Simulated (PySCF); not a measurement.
## Bonding in hexamethyldisilazane

Species: hexamethyldisilazane, C₆H₁₉NSi₂.
Numbering: `[CH3:1][Si:2]([CH3:3])([CH3:4])[NH:5][Si:6]([CH3:7])([CH3:8])[CH3:9]` (hydrogens: H10, H11, H12 on C1; H13, H14, H15 on C3; H16, H17, H18 on C4; H19 on N5; H20, H21, H22 on C7; H23, H24, H25 on C8; H26, H27, H28 on C9)

Cartesian coordinates in Å at the PBE0-D3(BJ)/def2-SVP level; atoms count from 1:
```xyz
28
C6H19NSi2 angstrom
C      1.9834    1.1108   -1.8265
Si     1.5598   -0.2282   -0.5721
C      3.0896   -0.6234    0.4462
C      0.9759   -1.7612   -1.4919
N      0.3069    0.2919    0.5299
Si    -1.4330    0.3264    0.3554
C     -2.1805   -1.3845    0.5888
C     -2.1014    1.4879    1.6738
C     -1.9027    0.9618   -1.3528
H      2.7879    0.7920   -2.5088
H      1.1027    1.3676   -2.4363
H      2.3146    2.0309   -1.3186
H      2.8826   -1.4220    1.1758
H      3.9191   -0.9563   -0.1977
H      3.4388    0.2622    1.0021
H      1.7515   -2.1126   -2.1910
H      0.7510   -2.5793   -0.7901
H      0.0677   -1.5628   -2.0829
H      0.6486    0.7321    1.3796
H     -3.2798   -1.3576    0.5156
H     -1.8096   -2.0848   -0.1760
H     -1.9129   -1.7957    1.5750
H     -1.8436    1.1362    2.6860
H     -1.6932    2.5038    1.5515
H     -3.1993    1.5564    1.6177
H     -1.4978    1.9727   -1.5180
H     -1.5158    0.3102   -2.1522
H     -2.9976    1.0094   -1.4675
```

Bond orders from the PBE0/pcSseg-1 density (PySCF). Isolated species at its PBE0-D3(BJ)/def2-SVP geometry, gas phase.

(1) How far do the computed orders between heavy atoms stray from the drawn ones?

(2) Set the Mayer orders of the bonds between heavy atoms beside their lengths.

(3) And the bonds to hydrogen?

(4) Sum the orders of all bonds at each heavy atom with more than one neighbour and set the sums beside the valence in the SMILES.

## Answers

(1) The largest departure is 0.061, at Si2–N5 (drawn single, 0.939).

(2) 
```csv
bond,drawn as,length (Å),Mayer order
C1–Si2,single,1.883,0.961
Si2–C3,single,1.880,0.962
Si2–C4,single,1.881,0.958
Si2–N5,single,1.748,0.939
N5–Si6,single,1.749,0.945
Si6–C7,single,1.882,0.964
Si6–C8,single,1.880,0.962
Si6–C9,single,1.882,0.956
```

(3) C–H: 0.94 to 0.96 (18 bonds); H–N: 0.92 (1 bond).

(4) C1 3.814 (drawn 4), Si2 3.820 (drawn 4), C3 3.824 (drawn 4), C4 3.806 (drawn 4), N5 2.802 (drawn 3), Si6 3.827 (drawn 4), C7 3.816 (drawn 4), C8 3.825 (drawn 4), C9 3.806 (drawn 4). Orders between atoms that aren't bonded are not in these sums.

The Mayer order sums products of elements of PS (density times overlap matrix) between the two atoms' basis functions, so it depends on the basis set.
